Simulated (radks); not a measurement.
Results of a calculation; reference values are marked as such.
Q: Tc+, configuration [Kr] 4d4 5s1 4f1 (not the ground configuration). Level of theory: scalar-relativistic Kohn-Sham, PBEsol, spin-unpolarised, spherical densities, point nucleus (a radial shooting solver on a logarithmic mesh with Libxc functionals). Some entries of the table are withheld. Estimate them.

orbital,occ.,eigenvalue (Ry),<r> (bohr)
1s,2,-1534.148,0.03430
2s,2,-219.9836,0.1497
2p,6,-197.0545,(1)
3s,2,-39.33825,0.4157
3p,6,(2),0.4165
3d,10,-19.62738,0.3991
4s,2,-6.61301,1.052
4p,6,-4.53845,1.161
4d,4,-1.61166,1.560
5s,1,-1.19919,2.766
5p,0,-0.78820,3.357
6s,0,-0.39321,6.631
4f,1,-0.18300,8.176

A: 
(1) 2p <r> (bohr): 0.1304
(2) 3p eigenvalue (Ry): -31.81317
